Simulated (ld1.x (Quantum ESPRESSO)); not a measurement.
**Building the PAW potential for Zn (BP86, scalar-relativistic).**

ld1.x (Quantum ESPRESSO) 7.5 was run on this input:

```
&input
   title='Zn', zed=30., rel=1, dft='BP', iswitch=3,
   config='[Ar] 3d10 4s2 4p0 4f-2',
   nld=4, rlderiv=3.55, eminld=-3.0, emaxld=5.0, deld=0.02
 /
 &inputp
   pseudotype=3, lpaw=.true., tm=.true., lloc=-2, rcloc=2.10,
   nlcc=.true., new_core_ps=.true., rcore=0.90,
   which_augfun='BESSEL', rmatch_augfun=0.85,
   file_pseudopw='Zn.UPF', file_wfcaegen='ae.wfc', file_wfcncgen='nc.wfc', file_beta='beta', file_chi='chi', file_wfcusgen='us.wfc'
 /
7
4S  1  0   2.00   0.00  1.95  2.05  0.0
4S  1  0   0.00   0.45  1.95  2.05  0.0
4P  2  1   0.00   0.00  2.45  3.25  0.0
4P  2  1   0.00   1.05  2.45  3.25  0.0
3D  3  2  10.00   0.00  0.85  1.05  0.0
3D  3  2   0.00   0.05  0.85  1.05  0.0
4F  4  3  -2.00  -0.15  2.20  2.65  0.0
 &test
   configts(1)='3d10 4s2 4p0'
 /
```

Command:

```bash
ld1.x < Zn.in > Zn.out
```

Output (shortened: banner, matrices, multipoles, cross overlaps and the repeated all-electron block are left out):

```
Program LD1 v.7.5

     !!!!!!!!!!!!!!!!!!! WARNING !!!!!!!!!!!!!!!!!!!!!!!
     Message from routine ld1_readin:
     US requires at least two energies per channel 4F
     !!!!!!!!!!!!!!!!!!!!!!!!!!!!!!!!!!!!!!!!!!!!!!!!!!!
     --------------------------- All-electron run ----------------------------

     Zn
     scalar relativistic calculation

     atomic number is 30.00
     dft =BP   lsd =0 sic =0 latt =0  beta=0.20 tr2=1.0E-14
     Exchange-correlation= BP
                           (   1   1   1   1   0   0   0)
     mesh =1201 r(mesh) =  99.36527 a.u. xmin = -7.00 dx = 0.01250
     1 Ry =  13.60569312 eV, c = 137.03599908

     n l     nl                  e(Ry)          e(Ha)          e(eV)
     1 0     1S 1( 2.00)      -700.3497      -350.1749     -9528.7432
     2 0     2S 1( 2.00)       -85.1722       -42.5861     -1158.8273
     2 1     2P 1( 6.00)       -73.8276       -36.9138     -1004.4759
     3 0     3S 1( 2.00)        -9.5064        -4.7532      -129.3411
     3 1     3P 1( 6.00)        -6.1386        -3.0693       -83.5201
     3 2     3D 1(10.00)        -0.7563        -0.3781       -10.2895
     4 0     4S 1( 2.00)        -0.4528        -0.2264        -6.1609
     4 1     4P 1( 0.00)        -0.0882        -0.0441        -1.2006

     final scf error:  2.8E-15 reached in  27 iterations

     Etot =   -3593.124449 Ry,   -1796.562224 Ha,  -48886.948603 eV

     Ekin =    3650.293460 Ry,    1825.146730 Ha,   49664.772624 eV
     Encl =   -8657.023887 Ry,   -4328.511944 Ha, -117784.810371 eV
     Eh   =    1557.729780 Ry,     778.864890 Ha,   21193.993350 eV
     Exc  =    -144.123801 Ry,     -72.061900 Ha,   -1960.904205 eV

     normalization and overlap integrals

     s(1S/1S) =  1.000000  <r> =   0.0503  <r2> =    0.0034  r(max) =   0.0329
     s(2S/2S) =  1.000000  <r> =   0.2262  <r2> =    0.0603  r(max) =   0.1894
     s(2P/2P) =  1.000000  <r> =   0.1982  <r2> =    0.0482  r(max) =   0.1513
     s(3S/3S) =  1.000000  <r> =   0.6809  <r2> =    0.5360  r(max) =   0.5908
     s(3P/3P) =  1.000000  <r> =   0.7132  <r2> =    0.6015  r(max) =   0.5908
     s(3D/3D) =  1.000000  <r> =   0.9120  <r2> =    1.1340  r(max) =   0.5691
     s(4S/4S) =  1.000000  <r> =   2.6391  <r2> =    8.1714  r(max) =   2.0882
     s(4P/4P) =  1.000000  <r> =   4.2091  <r2> =   21.9402  r(max) =   3.0383

     ------------------------ End of All-electron run ------------------------

     --------------------- Generating PAW atomic setup --------------------

      Generating local potential from pseudized AE potential:
      Matching radius rcloc =   2.1000
      Enforcing V''(0)=0 (lloc=-2)

      Local pseudo, rcloc= 2.114 Estimated cut-off energy=     7.10 Ry

      Computing core charge for nlcc:

       r > 0.90 : true rho core
      Core charge pseudized with two Bessel functions
      Integrated core pseudo-charge :  10.23
      Wfc-us  4S rcutus= 2.062  Estimated cut-off energy=    10.41 Ry
      Wfc-us  4S rcutus= 2.062  Estimated cut-off energy=    11.97 Ry
      Wfc-us  4P rcutus= 3.234  Estimated cut-off energy=     7.20 Ry
      Wfc-us  4P rcutus= 3.234  Estimated cut-off energy=    12.53 Ry
      Wfc-us  3D rcutus= 1.050  Estimated cut-off energy=   104.38 Ry
      Wfc-us  3D rcutus= 1.050  Estimated cut-off energy=   109.29 Ry
      Wfc-us  4F rcutus= 2.648  Estimated cut-off energy=    19.50 Ry

     Required augmentation: BESSEL   radius:    0.850000
     Suggested rho cutoff for augmentation: 209.19 Ry

     Estimated PAW energy = -244.842668 Ryd

     ------------------- End of pseudopotential generation -------------------

     Computing logarithmic derivative in   3.55222
     Computing logarithmic derivative in   3.55222
     Computing the partial wave expansion
     R is outside the sphere for l=    0 j= 0.00
     R is outside the sphere for l=    0 j= 0.00
     R is outside the sphere for l=    1 j= 0.00
     R is outside the sphere for l=    1 j= 0.00
     R is outside the sphere for l=    2 j= 0.00
     R is outside the sphere for l=    2 j= 0.00
     R is outside the sphere for l=    3 j= 0.00

     ---------------------- Testing the pseudopotential ----------------------

     Zn
     scalar relativistic calculation

     atomic number is 30.00   valence charge is 12.00
     dft = SLA  PZ   B88  P86   lsd =0 sic =0 latt =0  beta=0.20 tr2=1.0E-14
     mesh =1201 r(mesh) =  99.36527 xmin = -7.00 dx = 0.01250

     n l     nl             e AE (Ry)        e PS (Ry)    De AE-PS (Ry)
     3 2     3D   1(10.00)       -0.75627       -0.75627        0.00000
     1 0     4S   1( 2.00)       -0.45282       -0.45282        0.00000
     2 1     4P   1( 0.00)       -0.08825       -0.08825        0.00000

     eps = 3.4E-17  iter =  6

     Etot =   -3593.124449 Ry,   -1796.562224 Ha,  -48886.948603 eV
     Etotps =  -244.842669 Ry,    -122.421335 Ha,   -3331.254225 eV

     Ekin =     226.555114 Ry,     113.277557 Ha,    3082.439356 eV
     Encl =    -450.244710 Ry,    -225.122355 Ha,   -6125.891358 eV
     Ehrt =     122.970721 Ry,      61.485360 Ha,    1673.101888 eV
     Ecxc =    -144.123794 Ry,     -72.061897 Ha,   -1960.904110 eV
     (Ecc =     -23.989959 Ry,     -11.994979 Ha,    -326.400017 eV)

     ---------------------- End of pseudopotential test ----------------------
```

Generation and configuration tests took about 3.1 s on one core of a shared server CPU.
